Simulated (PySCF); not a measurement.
C4H10N, SMILES [CH2]CNCC, multiplicity 2.

Coordinates come from a B3LYP-D3(BJ)/def2-SVP optimisation. The isomer is the one that the SMILES or the coordinates give; other isomers of the formula were not compared. The values are those of a single conformer.

Two levels are set side by side: PBE/def2-TZVP (PySCF) and ωB97X/def2-TZVP (PySCF). Same geometry, gas phase. Differences are taken from unrounded values.

```
quantity                      PBE
---------------------------  ----
α-spin orbital gap (eV)      5.01
β-spin orbital gap (eV)      2.53
dipole moment (D)            0.54
mean polarisability (bohr³)  62.9
```

Task: These are the PBE values. What does ωB97X give? (An estimate is asked for; the answer gives what the named calculation found.)

Result: 
```json
[
 {"quantity": "α-spin orbital gap (eV)", "ωB97X": "11.54", "PBE minus ωB97X": "-6.54"},
 {"quantity": "β-spin orbital gap (eV)", "ωB97X": "9.44", "PBE minus ωB97X": "-6.91"},
 {"quantity": "dipole moment (D)", "ωB97X": "0.74", "PBE minus ωB97X": "-0.20"},
 {"quantity": "mean polarisability (bohr³)", "ωB97X": "58.2", "PBE minus ωB97X": "4.6"}
]
```

PBE's more diffuse valence density responds more strongly to a field. Differences between two approximate levels are no errors against the true value.

Rough cost on one machine, each run with all the roots and properties that it gave: ωB97X against PBE within a factor of 2.
